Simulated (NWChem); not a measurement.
WSOCl$_{2}$; SMILES [Cl][W]([Cl])(=[S])=[O]

Results from NWChem. Medium grid unless said otherwise, to which SCAN and Minnesota functionals are sensitive. The geometry was optimised at PBE0/def2-SVP. def2 effective core potentials on W; no spin-orbit coupling. B3LYP is NWChem's, with the RPA form of VWN correlation. Total energies of different functionals are on different scales.

```
level                                             energy (Ha)  highest occupied level (eV)  orbital gap (eV)  dipole (D)  relative time
------------------------------------------------  -----------  ---------------------------  ----------------  ----------  -------------
B3LYP/def2-SVP                                     -1460.7121                        -7.98              4.40        1.42              1
PBE/def2-SVP                                       -1460.0922                        -7.01              2.93        1.37              1
B97-2/def2-SVP                                     -1460.7893                        -8.10              4.50        1.33              1
TPSS/def2-SVP                                      -1460.7517                        -7.18              3.05        1.35              1
LDA (Slater exchange, VWN5)/def2-SVP               -1455.7224                        -7.14              2.90        1.46              1
TPSSh/def2-SVP                                     -1460.6962                        -7.69              3.79        1.36              1
r2SCAN0/def2-SVP                                   -1460.4743                        -8.57              5.01        1.41              1
LDA (Slater exchange, PW92)/def2-SVP               -1455.6991                        -7.13              2.90        1.46              1
LC-BLYP (range parameter 0.33 per bohr)/def2-SVP   -1459.6779                       -10.37              8.91        1.36              7
```

The last column is a rough cost ratio, cheapest run = 1.
